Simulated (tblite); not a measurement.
Q: Give a GFN2-xTB geometry of `CC(=O)[SiH2]CCl`.

A: 
```
atom  x, y, z in Å
C1    -2.293    0.046   -0.258
C2    -0.935   -0.297   -0.806
O3    -0.790   -0.940   -1.820
Si4    0.593    0.339    0.193
C5     2.142   -0.251   -0.744
Cl6    3.601    0.305    0.127
H7    -3.084   -0.355   -0.888
H8    -2.380   -0.355    0.749
H9    -2.384    1.127   -0.190
H10    0.551    1.801    0.249
H11    0.556   -0.237    1.538
H12    2.211   -1.335   -0.809
H13    2.207    0.154   -1.751
```

Orientation and origin are arbitrary. Atoms count from 1 in this order. Si4 (SiH2 silicon) is tetrahedral (angles from 106.7° to 110.9°). The 6 heavy atoms lie in one plane (0.000 Å rms). The C–Si distances run from 1.904 Å (Si4–C5, drawn single) to 1.933 Å (C2–Si4, drawn single), a spread of 0.029 Å.

Bonds between heavy atoms (Å): C1–C2 1.503, C2=O3 1.209, C2–Si4 1.933, Si4–C5 1.904, C5–Cl6 1.788.

Structure optimised with GFN2-xTB, isolated species.

Point group: Cs (every atom within 0.08 Å of its image). Its GFN2-xTB frequencies are all real (lowest 22 cm⁻¹). One conformer, not necessarily the lowest (C1–C2–Si4–C5 180°, C2–Si4–C5–Cl6 180°).

Time: 0.14 s wall. Hardware: one thread of an Arm Neoverse V1, no GPU, on a shared host. This is the geometry optimisation.

The numbers are calculated, not measured.
